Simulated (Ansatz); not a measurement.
Consider the cleavage of the Si–Si bond: `[SiH3][SiH2][SiH2][GeH3]` + HCl → `Cl[SiH2][GeH3]` + `[SiH3][SiH3]`.

Computed with Ansatz on PBE0-D4/def2-TZVP structures; ΔE is electronic, products minus reactants. CCSD(T)/CBS adds triple-zeta CCSD(T) − MP2 to the extrapolated MP2 energy (def2 sets, frozen cores). This one scheme is used for every species. DFT in def2-TZVPP. B3LYP here is the variant with VWN-RPA as its local correlation; programs differ in this. For Ge outer-core shells are correlated without core-valence functions, which leaves a few kJ/mol of doubt a bond. Scalar relativity is left out up to krypton. One conformer a species, not always the lowest.

`[SiH3][SiH2][SiH2][GeH3]`:

Cartesian coordinates in Å:
```
Si -0.538 0.861 -2.130
Si 0.561 1.529 -0.177
Si -0.128 0.189 1.609
Ge 0.215 -2.105 1.074
H -2.010 0.962 -1.943
H -0.143 1.706 -3.289
H -0.196 -0.555 -2.433
H 0.280 2.966 0.102
H 2.031 1.369 -0.363
H -1.578 0.415 1.867
H 0.624 0.531 2.848
H -0.683 -2.511 -0.106
H -0.114 -3.012 2.271
H 1.679 -2.346 0.668
```

HCl:

```xyz
2

Cl    0.480    0.312   -0.284
H    -0.480   -0.312    0.284
```

`Cl[SiH2][GeH3]`:

Z-matrix (Å, degrees):
```
Si
Ge 1 2.377
Cl 1 2.062 2 109.1
H 1 1.484 2 111.5 3 -118.9
H 1 1.484 2 111.5 3 118.9
H 2 1.538 1 109.9 3 179.8
H 2 1.536 1 110.0 3 59.9
H 2 1.536 1 110.0 3 -60.3
```

`[SiH3][SiH3]`:

Z-matrix (Å, degrees):
```
Si
Si 1 2.338
H 1 1.488 2 110.3
H 1 1.488 2 110.3 3 120.0
H 1 1.488 2 110.3 3 -120.0
H 2 1.488 1 110.3 3 59.9
H 2 1.488 1 110.3 3 179.9
H 2 1.488 1 110.3 3 -60.1
```

**Question.** Is it downhill or uphill in electronic energy at CCSD(T)/CBS, and by how much? (Estimate.)

**Answer.** The calculation gave: Downhill: ΔE = -74.2 kJ/mol.

**Question.** What do these levels give: revPBE-D4, B3LYP-D4, r2SCAN0-D4, BHLYP-D4, B3LYP, r2SCANh, HF/def2-TZVPP, MP2/def2-TZVPP, SCS-MP2/def2-TZVPP, CCSD/def2-TZVPP, HF/CBS(def2), CCSD/CBS(def2)? (Estimate.)

**Answer.** Ansatz gave: revPBE-D4 -60.7, B3LYP-D4 -75.2, r2SCAN0-D4 -74.3, BHLYP-D4 -80.8, B3LYP -85.3, r2SCANh -76.0, HF/def2-TZVPP -102.3, MP2/def2-TZVPP -77.8, SCS-MP2/def2-TZVPP -82.6, CCSD/def2-TZVPP -75.0, HF/CBS(def2) -103.9, CCSD/CBS(def2) -78.2 kJ/mol.

Largest T1 diagnostic among the species: 0.013.

At CCSD(T), def2-SVP lies +7.7 kJ/mol from the extrapolated value and def2-TZVPP +3.1 kJ/mol. Leaving LDA and LC-ωPBE aside and taking each functional with its dispersion term where it has one, the values, not all of them listed here, spread over 22.5 kJ/mol, from B2PLYP to revPBE-D4. LDA lies +5.9 kJ/mol from PBE without D4. The D4 term adds +10.2 kJ/mol with B3LYP and +6.3 kJ/mol with PBE0; it sums over pairs of atoms, weighted by their polarisabilities, and B3LYP, whose exchange is more repulsive, gets the larger term.
